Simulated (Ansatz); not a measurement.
`CB(S)CF` + `CSCO` → `CBCF` + `CSC(O)S`  (formal exchange of groups at a B–S bond)

Gas-phase electronic energies from Ansatz, PBE0-D4/def2-TZVP geometries. CCSD(T)/CBS is the MP2 limit (def2-TZVPP, def2-QZVPP) plus CCSD(T) − MP2 in def2-TZVPP, frozen cores. DFT in def2-TZVPP. B3LYP here is the variant with VWN-RPA as its local correlation; programs differ in this. One conformer a species, not always the lowest.

Is it downhill or uphill in electronic energy at CCSD(T)/CBS, and by how much? (Estimate.)

The calculation gave: Uphill: ΔE = +35.4 kcal/mol.

What do these levels give: B3LYP-D4, ωB97X-V, B2PLYP, PBE, HF/def2-TZVPP, MP2/def2-TZVPP? (Best estimate.)

Computed: B3LYP-D4 35.2, ωB97X-V 35.2, B2PLYP 36.0, PBE 36.2, HF/def2-TZVPP 35.7, MP2/def2-TZVPP 36.3 kcal/mol.

Largest T1 diagnostic among the species: 0.012.
